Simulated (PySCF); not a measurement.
B2PLYP on Rh⁻ (rhodium, charge -1), [Kr] 4d8 5s2, high-spin 3F determinant. All numbers are calculated (PySCF 2.14, scalar relativity through the core potential, in aug-cc-pVTZ-PP with ECP28MDF (6s6p5d3f2g, 88 functions)).

```
cycle= 1 E= -109.894202033344  delta_E= -0.00993  |g|= 0.0268  |ddm|= 0.42
cycle= 2 E= -109.894949891968  delta_E= -0.000748  |g|= 0.0128  |ddm|= 0.163
cycle= 3 E= -109.895129793427  delta_E= -0.00018  |g|= 0.00955  |ddm|= 0.056
cycle= 4 E= -109.895244394618  delta_E= -0.000115  |g|= 0.00193  |ddm|= 0.0594
cycle= 5 E= -109.895297472471  delta_E= -5.31e-05  |g|= 0.000437  |ddm|= 0.0716
cycle= 6 E= -109.895298909071  delta_E= -1.44e-06  |g|= 0.000196  |ddm|= 0.0107
cycle= 7 E= -109.895298941694  delta_E= -3.26e-08  |g|= 1.89e-05  |ddm|= 0.00133
cycle= 8 E= -109.895298942139  delta_E= -4.45e-10  |g|= 1.54e-06  |ddm|= 0.000154
converged SCF energy = -109.895298942139  <S^2> = 2.0215591  2S+1 = 3.0143385
```

Highest occupied orbital energy: 0.196 eV; ⟨L²⟩ = 12.03; populations by l: s 4.00, p 6.00, d 8.00, f 0.00.

(1) Can this result be used?

Answers

(1) With care. The run converged. The log shows the SCF part alone; with the PT2 term the energy is -109.9937 hartree. Energies and moments cover only the electrons outside the core potential. At B2PLYP the highest occupied level has a positive energy, so only the finite basis holds that electron; in a semilocal or global hybrid functional this comes from self-interaction and does not mean that the real anion is unbound.
